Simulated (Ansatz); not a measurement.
`C[BH][ZnH]` + CH₃NH₂ → `CBNC` + `[ZnH2]`  (cleavage of the B–Zn bond)

Gas-phase electronic energies from Ansatz, PBE0-D4/def2-TZVP geometries. CCSD(T)/CBS adds triple-zeta CCSD(T) − MP2 to the extrapolated MP2 energy (def2 sets, frozen cores). Functionals use def2-TZVPP. For Zn outer-core shells are correlated without core-valence functions, which leaves a few kJ/mol of doubt a bond. Scalar relativity is left out up to krypton. Each species was taken in one conformer, which may not be the lowest.

CCSD(T)/CBS gives -1.85 eV.

**Question.** Another level gave -1.90 eV. Which?
A. PBE-D4/def2-TZVPP
B. r2SCAN/def2-TZVPP
C. revPBE/def2-TZVPP
D. CAM-B3LYP/def2-TZVPP

**Answer.** B. r2SCAN -1.90, PBE-D4 -1.86, CAM-B3LYP -1.95, revPBE -1.76 eV.

**Question.** What do rigid-rotor, harmonic-oscillator terms from PBE0-D4/def2-TZVP frequencies (298.15 K, 1 bar) make of the CCSD(T)/CBS value? (Best estimate.)

**Answer.** The calculation gave: ΔZPE = -0.04 eV, ΔH = -1.90 eV, ΔS = -37 J/(mol·K), ΔG = -1.78 eV.

Largest T1 diagnostic among the species: 0.016.

At CCSD(T), def2-SVP lies −0.15 eV from the extrapolated value and def2-TZVPP −0.04 eV. From BLYP to BHLYP (50 % exact exchange), in def2-TZVPP and without D4, ΔE moves by −0.08 eV.
